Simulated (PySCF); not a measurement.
Correlation energy of I(2+) (iodine, charge +2)

[Kr] 4d10 5s2 5p3, high-spin 4S determinant. All numbers are calculated (PySCF 2.14, scalar relativity through the core potential, in aug-cc-pVDZ-PP with ECP28MDF (5s4p3d, 32 functions)). Frozen: 4s2 4p6 4d10; 5 electrons correlated.

MP2 pair energies summed by pair of shells (mhartree):

| pair | energy | share (%) |
| --- | --- | --- |
| 5s-5p | -31.88 | 66.7 |
| 5p-5p | -11.20 | 23.4 |
| 5s-5s | -4.68 | 9.8 |

Total MP2 correlation energy: -47.76 mhartree.

Same-spin part -12.53 and opposite-spin part -35.23 mhartree; SCS-MP2 scales them by 1/3 and 6/5 to -46.45 mhartree.
